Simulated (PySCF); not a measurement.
Species: C4H8P2S.
Structure used (PBE0-D3(BJ)/def2-SVP), in Å, numbered top down from 1:
```
atom  x, y, z in Å
C1     2.6744   -0.6701    0.4130
C2     1.5643    0.0541    0.5749
C3     0.4222    0.0391   -0.3556
C4    -0.3336    1.3423   -0.6620
P5    -1.2756    0.1779    0.3506
P6    -2.5785   -0.9410   -1.0244
S7    -1.6725    0.4347    2.2339
H8     3.4845   -0.6327    1.1450
H9     2.8112   -1.3263   -0.4523
H10    1.4534    0.6935    1.4586
H11    0.5229   -0.6527   -1.2002
H12   -0.6249    1.5292   -1.7005
H13    0.0076    2.2335   -0.1239
H14   -3.7561   -0.2810   -0.5592
H15   -2.7224   -2.0216   -0.1031
```

Computed with PySCF at PBE0/pcSseg-1, non-relativistic, on one gas-phase PBE0-D3(BJ)/def2-SVP geometry that isn't relaxed in the solvent. The solvent is an IEF-PCM continuum (cavity from Bondi-type radii × 1.2). Only the electrostatic response of the medium enters.

| run | E − E(gas) (kcal/mol) | HOMO (eV) | HOMO–LUMO gap (eV) | dipole (D) |
| --- | --- | --- | --- | --- |
| gas | 0.00 | -6.38 | 5.35 | 3.38 |
| P | -8.58 | -6.55 | 5.72 | 5.34 |
| Q | -8.05 | -6.54 | 5.70 | 5.21 |

Task: The runs were made in acetone and water. Which run belongs to which solvent?

Result: P = water, Q = acetone. The dielectric constants are 20.49 (acetone), 78.36 (water), and the energy falls further as ε rises. In this model the ground state sees the solvent through ε alone.

Task: How constant is the ratio of the lowering to (ε − 1)/(2ε + 1)?

Result: 
```tsv
solvent	(ε − 1)/(2ε + 1)	E − E(gas) (kcal/mol)	ratio (kcal/mol)	polarisation term (kcal/mol)
acetone	0.464	-8.05	-17.3	-10.03
water	0.490	-8.58	-17.5	-10.84
```

The ratio changes by +0.8 % in size from acetone to water. The polarisation term is half the interaction of the solute with the induced surface charges.

Time: 34 s; peak memory 0.93 GiB. Hardware: one thread of an Intel Xeon Platinum 8488C, shared host with 96 logical CPUs at a one-minute load of 128. This is the whole shielding run at PBE0/pcSseg-1 in water, SCF included.
